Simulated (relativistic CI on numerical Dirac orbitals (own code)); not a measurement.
Calculated at this level of theory: Dirac-Coulomb-Breit CI, KLI orbitals optimised for each configuration, QED by a radiative potential, valence Slater integrals scaled by 0.85, P86 correlation estimate, and configurations built on the next ion tied to the tabulated ionisation energy (semi-empirical) (own radial code, finite nucleus).

Configurations in the expansion (outside the closed core [Ne]): 3s2.3p2, 3s2.3p.3d, 3s2.3p.4s, 3s2.3p.4p, 3s2.3p.4d, 3s2.3p.5s, 3s2.3p.4f, 3s.3p3, 3p4, 3s2.3d2, 3s.3p2.3d, 3p2.3d2, 3p3.3d, 3s2.3d.4s, 3s.3p.3d2, 3s2.3d.4p, 3p3.4s, 3s.3p2.4s, 3s2.4s2, 3s2.3p.5p, 3p3.4p, 3s.3p.3d.4s, 3s2.4s.4p, 3s.3p2.4p. Levels of other configurations are missing.

Configurations that consist of the next ion and one excited electron were tied to the tabulated ionisation energy; Rydberg ones are usually within 1,000 to 3,000 cm⁻¹ and the lowest ones within about 6,000 (9,000 in d shells), while levels on excited terms of the next ion carry the error of that term, and the other configurations can be misplaced by 10,000 cm⁻¹ or more. Rates follow the energies as ν³ (E1, M1) or ν⁵ (E2), so rates, branching and lifetimes can be off by large factors. 37 of the 43 excited levels that our extract of the measured tables holds in this range could be paired (the sources list more); they are missed by 5670 cm⁻¹ on average and 66869 at most, and levels without a partner can miss by more.

Outline of the computed level scheme of Ar V. Lowest level of each configuration: 3s2.3p2 3P_0 at 0.0000 eV; 3s.3p3 5S°_2 at 11.0268 eV; 3s2.3p.3d 1D°_2 at 18.8766 eV; 3p4 3P_2 at 33.5967 eV; 3s.3p2.3d 5F_1 at 34.7965 eV; 3s2.3p.4s 3P°_0 at 35.5904 eV.

Some strong electric-dipole decays among the lowest 45 levels: 3s2.3p.3d 1F°_3 → 3s2.3p2 1D_2 (2.7e+10 s⁻¹); 3s2.3p.3d 3D°_3 → 3s2.3p2 3P_2 (2.5e+10 s⁻¹); 3s2.3p.3d 1P°_1 → 3s2.3p2 1S_0 (2.1e+10 s⁻¹); 3s2.3p.3d 3D°_2 → 3s2.3p2 3P_1 (1.7e+10 s⁻¹); 3s2.3p.3d 3P°_0 → 3s2.3p2 3P_1 (1.6e+10 s⁻¹); 3s2.3p.4s 1P°_1 → 3s2.3p2 1D_2 (1.5e+10 s⁻¹); 3s2.3p.3d 3D°_1 → 3s2.3p2 3P_0 (1.3e+10 s⁻¹); 3s2.3p.3d 3D°_1 → 3s2.3p2 3P_1 (1.2e+10 s⁻¹).

LS names give the leading component of a level, which can be under half, so a name can repeat, a term be missing and a line seem to break the LS rules.
